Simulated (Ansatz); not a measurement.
Start from `CBCCCl` and change one atom or group to get `CCCl`.

Ansatz, PBE0-D4/def2-TZVP geometries, multiplicity 1. Each molecule was computed in one conformer, which needn't be the lowest.

| property | `CBCCCl` |
| --- | --- |
| HOMO–LUMO gap (PBE/def2-TZVPP) / eV | 4.74 |
| HOMO–LUMO gap (PBE0/def2-TZVPP) / eV | 7.15 |
| LUMO energy (PBE0/def2-TZVPP) / eV | -0.98 |
| HOMO energy (PBE0/def2-TZVPP) / eV | -8.13 |
| HOMO energy (PBE/def2-TZVPP) / eV | -6.74 |
| HOMO energy (ωB97M-V/def2-TZVPP) / eV | -10.42 |

**Question.** What does the change do to each property? (Estimate.)

**Answer.** Computed: 
```tsv
property	`CCCl`	shift
HOMO–LUMO gap (PBE/def2-TZVPP) / eV	6.72	1.98
HOMO–LUMO gap (PBE0/def2-TZVPP) / eV	9.21	2.06
LUMO energy (PBE0/def2-TZVPP) / eV	0.90	1.88
HOMO energy (PBE0/def2-TZVPP) / eV	-8.30	-0.17
HOMO energy (PBE/def2-TZVPP) / eV	-6.88	-0.14
HOMO energy (ωB97M-V/def2-TZVPP) / eV	-10.62	-0.20
```

With PBE0 the HOMO falls by 0.17 eV and the LUMO rises by 1.88 eV, so the gap widens by about 2.05 eV. PBE moves the HOMO by -0.14 eV and ωB97M-V by -0.20 eV. The zero-point energy changes by -101.1 kJ/mol with -15 modes.

Positive LUMOs are unbound, so they and the gaps depend on the basis.
